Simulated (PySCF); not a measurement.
Bonding in `CS[SiH2]N([SiH3])[SiH3]`

CH11NSSi3.
SMILES with atom numbers: `[CH3:1][S:2][SiH2:3][N:4]([SiH3:5])[SiH3:6]` (hydrogens: H7, H8, H9 on C1; H10, H11 on Si3; H12, H13, H14 on Si5; H15, H16, H17 on Si6)

Cartesian coordinates in Å at the PBE0-D3(BJ)/def2-SVP level; atoms count from 1:
```xyz
17
CH11NSSi3 angstrom
C      2.3601    0.4586    0.6442
S      1.6085    1.8338   -0.2863
Si    -0.0050    0.7857   -1.2148
N     -1.0093    0.0294    0.0014
Si    -1.2504   -1.7087   -0.0062
Si    -1.6270    1.0404    1.3045
H      1.6082   -0.0617    1.2538
H      3.1131    0.8994    1.3106
H      2.8535   -0.2559   -0.0295
H     -0.7228    1.8299   -1.9994
H      0.4709   -0.3131   -2.1105
H     -2.0981   -2.1534   -1.1540
H      0.0602   -2.4235   -0.0963
H     -1.9240   -2.0817    1.2736
H     -2.9634    0.5255    1.7271
H     -0.7237    1.0351    2.4960
H     -1.7639    2.4371    0.7988
```

Bond orders from the PBE0/pcSseg-1 density (PySCF). Geometry: PBE0-D3(BJ)/def2-SVP, one conformer, isolated molecule.

(1) Where do the orders between heavy atoms depart from those drawn in the SMILES?

(2) Give the Mayer order of every bond, beside its length.

Answers

(1) The largest departure is 0.139, at N4–Si6 (drawn single, 0.861). Drawn single, order below 0.88: N4–Si5 (0.878) and N4–Si6 (0.861).

(2) 
```csv
bond,drawn as,length (Å),Mayer order
C1–S2,single,1.823,0.989
S2–Si3,single,2.136,0.990
Si3–N4,single,1.749,0.881
N4–Si5,single,1.755,0.878
N4–Si6,single,1.761,0.861
C1–H7,single,1.099,0.940
C1–H8,single,1.098,0.957
C1–H9,single,1.099,0.949
Si3–H10,single,1.490,0.943
Si3–H11,single,1.495,0.921
Si5–H12,single,1.495,0.932
Si5–H13,single,1.496,0.927
Si5–H14,single,1.494,0.939
Si6–H15,single,1.493,0.936
Si6–H16,single,1.495,0.924
Si6–H17,single,1.492,0.935
```

By pair of heavy elements: N–Si: lowest N4–Si6 (0.861, 1.761 Å), highest Si3–N4 and N4–Si5 (0.881, 1.749 Å). Bonds named together lie within 0.004.

Task: Sum the orders of all bonds at each heavy atom with more than one neighbour and set the sums beside the valence in the SMILES.

Result: C1 3.835 (drawn 4), S2 1.979 (drawn 2), Si3 3.735 (drawn 4), N4 2.620 (drawn 3), Si5 3.676 (drawn 4), Si6 3.656 (drawn 4). Orders between atoms that aren't bonded are not in these sums.

For a closed shell the Mayer order of atoms A and B is Σ (PS)μν (PS)νμ over the basis functions μ on A and ν on B, with P the density and S the overlap matrix.
